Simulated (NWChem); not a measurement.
System: CH4Ge, singlet; SMILES [CH3][GeH]

The following NWChem deck was run.

```
start job
memory heap 200 mb stack 900 mb global 1100 mb
geometry units angstroms
  Ge    -0.210295    -0.158807     0.239313
  H     -1.238460    -0.542028    -0.968441
  C      1.051342     0.768023    -1.040145
  H      1.926512     1.174407    -0.531541
  H      0.542900     1.588594    -1.547146
  H      1.395987     0.073308    -1.804959
end
basis spherical
  * library def2-svp
end
dft
  xc xpbe96 cpbe96
  disp vdw 4
  iterations 150
end
driver
  maxiter 120
end
task dft optimize
task dft freq
```

Low-valent species are run as closed-shell singlets; no triplet was tried in these runs.

The level has its own optimisation; frequencies are unscaled.

Q: Give the results of this calculation. (PBE-D3(BJ)/def2-SVP.) Quantities: r Ge–H (Å); r C–Ge (Å); highest harmonic frequency (cm⁻¹); lowest (cm⁻¹); zero-point energy (kcal/mol); dipole (D).

A: 
```
Property                           Result
---------------------------------  ------
r Ge–H (Å)                          1.621
r C–Ge (Å)                          2.009
highest harmonic frequency (cm⁻¹)    3089
lowest (cm⁻¹)                         133
zero-point energy (kcal/mol)         24.9
dipole (D)                           0.83
```
